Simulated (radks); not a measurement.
The numbers below are computed, except where a source is named.
Spin polarisation of the 5d4 shell in the rhenium ion Re3+. Start: [Xe] 4f14 5d(up 2, down 2); electrons of 5d are moved from spin down to spin up, other shells keep equal spins. Code: a radial shooting solver on a logarithmic mesh with Libxc functionals. Model: scalar-relativistic Kohn-Sham, r2SCAN, spin-polarised, spherical densities, finite nucleus; meta-GGA in the generalised Kohn-Sham scheme; Fermi nuclear charge, rms radius of each element as measured or else 0.836 A^(1/3) + 0.57 fm.

moment (Bohr magnetons),E - E(0) (eV),e(5d up) (eV),e(5d down) (eV),4f down minus up (eV)
0,0.000,-32.961,-32.961,0.000
1,-0.250,-33.433,-32.431,0.133
2,-1.005,-33.853,-31.825,0.267
3,-2.288,-34.227,-31.104,0.401
4,-4.173,-34.566,-30.016,0.539

At moment 4 the spin-polarisation energy is -4.173 eV and the 5d exchange splitting 4.550 eV, that is 1.138 eV per Bohr magneton; E = -I m^2/4 would give I = 1.043 eV.
